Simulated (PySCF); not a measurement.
# Dipole moment and polarisability of `CC#CP(C)(C)=S`

C5H9PS.
Geometry (GFN2-xTB, Å), atoms numbered from 1 in this order:
```
atom  x, y, z in Å
C1     0.8374   -3.1805   -0.2809
C2     0.5395   -1.7955   -0.0166
C3     0.2546   -0.6331    0.1338
P4    -0.0161    1.0310    0.6521
C5    -1.8291    1.2409    0.4508
C6     0.7196    2.0150   -0.7122
S7     0.6683    1.4464    2.4194
H8     1.3390   -3.6157    0.5831
H9     1.4890   -3.2630   -1.1505
H10   -0.0837   -3.7304   -0.4730
H11   -2.1461    0.9537   -0.5494
H12   -2.0800    2.2836    0.6436
H13   -2.3270    0.6157    1.1911
H14    0.3245    1.7039   -1.6766
H15    0.5035    3.0684   -0.5364
H16    1.7989    1.8686   -0.6899
```

Level: B3LYP/def2-SVPD (PySCF), static field, nuclei fixed, core orbitals frozen in the response. The polarisability tensor in these axes (au):

```
x    94.87  -6.62   3.19
y    -6.62 132.02  12.50
z     3.19  12.50 106.59
```

**Question.** What are the eigenvalues, a third of the trace, and Δα (Δα² = ½Σ(αi − αj)² over the three pairs)?

**Answer.** Principal values 91.39, 104.38 and 137.71 au; mean 111.16 au = 16.47 Å³ = 18.33 × 10⁻⁴⁰ C²·m²/J; Δα = 41.38 au (37 % of the mean).

**Question.** What is the dipole moment, and where does it point?

**Answer.** (-1.36, -2.16, -4.39) D, 5.08 D in size, pointing from the negative to the positive side. Measured along this direction, the outermost atoms are S7 at the negative end and H10 and H9 at the positive end.

**Question.** What molar refraction does this α imply?

**Answer.** Lorentz–Lorenz: R = (4π/3)N_A α = 2.5225 cm³/(mol·Å³) × 16.47 Å³ = 41.6 cm³/mol, in the limit of long wavelengths.

**Question.** Give the principal axes and the span of the nuclei along them.

**Answer.** Largest value along (-0.12, 0.93, 0.36), where the nuclei span 6.20 Å; middle along (0.47, -0.27, 0.84), 3.81 Å; least along (0.88, 0.27, -0.40), 4.70 Å. The strongest response lies along the longest span, while the other two are in reverse order.

**Question.** In a dilute gas of rigid molecules at 350 K, how does the orientational term μ²/3kT compare with the electronic polarisability?

**Answer.** In Gaussian units μ²/3kT = 177.84 Å³ against 16.47 Å³, a ratio of 10.80; the Debye molar polarisation (4π/3)N_A(α + μ²/3kT) is 490.2 cm³/mol, leaving out the vibrational part.

**Question.** Give the eigenvalues of the traceless quadrupole moment Θ = ½Σq(3rr − r²1), origin at the centre of nuclear charge.

**Answer.** -12.57, -0.79, 13.36 D·Å. The values depend on the origin, since the dipole doesn't vanish. The electronic extent ⟨r²⟩ about the same centre is 1408 bohr², a root-mean-square distance of 2.37 Å for the 70 electrons.

Geometry: GFN2-xTB; no solvent, vibrations or thermal averaging.

The run behind these numbers computed excited states as well. The run took about 1.7 min of CPU time (one thread, shared machine).
